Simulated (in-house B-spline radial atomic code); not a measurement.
A run on an ion of nuclear charge 66 with 66.7 electrons that did not converge. Method: scalar-relativistic (X2C) TPSSh, spin-polarised, spherical fractional occupations, Fermi nucleus of rms radius 5.2218 fm; computed with an all-electron radial atomic-structure program (B-spline basis).

Command:
```bash
python run_scf.py task.json out
```
Settings (nuclear radius in fm, mass in u):
```
Z                66
configuration    [Xe] 4f10.7 6s2
hamiltonian      x2c
method           tpssh
spin_polarised   True
nucleus          fermi
rms_radius       5.2218
atomic_mass      163.92918
speed_of_light   137.035999084
```

First and last ten iterations of the last attempt (damped for 15 steps, keeping 80 % of the old Fock matrix, then DIIS):
```
 iter        energy (Eh)    residual
    1      -12156.033072    1.12e-01
    2      -12093.662748    6.78e-01
    3      -12151.765078    3.39e-01
    4      -12154.937972    1.47e-01
    5      -12155.937645    6.89e-02
    6      -12156.177199    3.22e-02
    7      -12156.239814    2.15e-02
    8      -12151.254023    2.25e-01
    9      -12154.927148    1.67e-01
   10      -12156.013421    5.81e-02
  111      -12101.683772    6.25e-01
  112      -12101.692668    6.26e-01
  113      -12101.907114    6.25e-01
  114      -12156.102967    4.87e-02
  115      -12156.158760    4.16e-02
  116      -12151.456784    2.07e-01
  117      -12151.799225    1.97e-01
  118      -12151.895808    1.93e-01
  119      -12151.900680    1.93e-01
  120      -12156.162091    3.91e-02
 not converged after 120 iterations
```

The smallest residual met was 2.1e-02; the threshold is about 7e-07. No energy from this run should be used. The likely cause: this method binds the added charge weakly or not at all at the basis-set limit, so charge moves back and forth between the atom and the box. Time taken, with all properties: 12 s on 1 thread of Arm Neoverse N1, on a shared host.
